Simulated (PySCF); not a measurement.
## Mg (magnesium, neutral): M06-2X calculation

Configuration: [Ne] 3s2, closed-shell 1S. All numbers are calculated (PySCF 2.14, no relativity, point nucleus, in pcseg-2 (5s3p1d, 19 functions)).

```
Total energy                                     : -200.0593 hartree
One-electron energy                              : -279.6510 hartree
Hartree (Coulomb) energy                         : 96.0289 hartree
Exchange-correlation energy                      : -16.4371 hartree
Kinetic energy                                   : 199.97352 hartree
⟨S²⟩                                             : 0.0000
⟨L²⟩                                             : 0.000
Sum of ⟨r⟩                                       : 12.04 bohr
Sum of ⟨r²⟩                                      : 27.87 bohr²
Density at the nucleus (Gaussians lack the cusp) : 1070 bohr⁻³
Langevin diamagnetic susceptibility              : -22.1 ×10⁻⁶ cm³/mol
Time after the integrals                         : 0.18 s of wall time on 1 thread of Neoverse-V2 (shared host)
```

```json
{"shell": "1s", "electrons": "2", "mean orbital energy (hartree)": "-47.51795", "rms radius, mean of both spins (bohr)": "0.152"}
{"shell": "2s", "electrons": "2", "mean orbital energy (hartree)": "-3.30776", "rms radius, mean of both spins (bohr)": "0.765"}
{"shell": "2p", "electrons": "6", "mean orbital energy (hartree)": "-1.99820", "rms radius, mean of both spins (bohr)": "0.779"}
{"shell": "3s", "electrons": "2", "mean orbital energy (hartree)": "-0.22812", "rms radius, mean of both spins (bohr)": "3.39"}
```
